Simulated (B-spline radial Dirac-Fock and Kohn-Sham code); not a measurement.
Atomic SCF run for Hg

ΔSCF core binding energies without Breit or QED terms, calculated with a radial finite-basis atomic code. Keys: rel is the Hamiltonian (dirac, or spin-free x2c and nr, where L3 and M5 stand for the whole 2p and 3d shells), method is hf or an exchange,correlation pair (spin-unpolarised, also for the hole states), nuc the nuclear model, radius_factor scales its radius, rmax is the box in bohr, h the logarithmic mesh step, order the B-spline order, points the quadrature points per cell, c_factor scales the speed of light, and damp, ndamp, maxit and tol steer the iteration. The run stops when the commutator error falls below 10·tol·max(1, Z/10), or the numerical noise floor, and the energy has settled to about 1e-8 Ha; the virial ratio is −V/T.

Input (task.json):

```json
{"items": [{"Z": 80, "q": 0, "cfg": [[1, 0, 2], [2, 0, 2], [2, 1, 6], [3, 0, 2], [3, 1, 6], [3, 2, 10], [4, 0, 2], [4, 1, 6], [4, 2, 10], [4, 3, 14], [5, 0, 2], [5, 1, 6], [5, 2, 10], [6, 0, 2]], "A": 202, "rrms": 5.4648, "do": "settings", "holes": ["K", "L3", "M5"],
  "settings": [{"rel": "dirac", "method": "hf", "nuc": "fermi", "radius_factor": 1.0, "rmax": 45.0, "h": 0.3, "order": 8, "points": 10, "c_factor": 1.0, "maxit": 5, "damp": 0.5, "ndamp": 3, "tol": 1e-08}]}]}
```

Command: `python xray2_run.py task.json out`

Ground-state iterations:

```
iter   energy (Ha)        error
   1   -19646.63806174  2.24e+00
   2   -19646.56293699  2.98e-01
   3   -19648.85293826  4.21e-02
   4   -19648.87121867  1.31e-02
   5   -19648.87239020  1.73e-03
```

The ground state had not converged after 5 iterations, with total energy -19648.87239 Ha, virial ratio 1.86773 and highest orbital energy -8.93 eV. ΔSCF binding energies: K (1s) 83558.7 eV, L3 (2p3/2) 12326.4 eV, M5 (3d5/2) 2305.9 eV (not all states converged, so these are not final).

Question: One setting is unsound. Which, and why?

Answer: maxit ends the run before self-consistency. With the default settings (Dirac Hartree-Fock): The ground state converged in 11 iterations, with total energy -19648.87252 Ha, virial ratio 1.86773 and highest orbital energy -8.93 eV. ΔSCF binding energies: K (1s) 83558.7 eV, L3 (2p3/2) 12326.4 eV, M5 (3d5/2) 2305.9 eV.
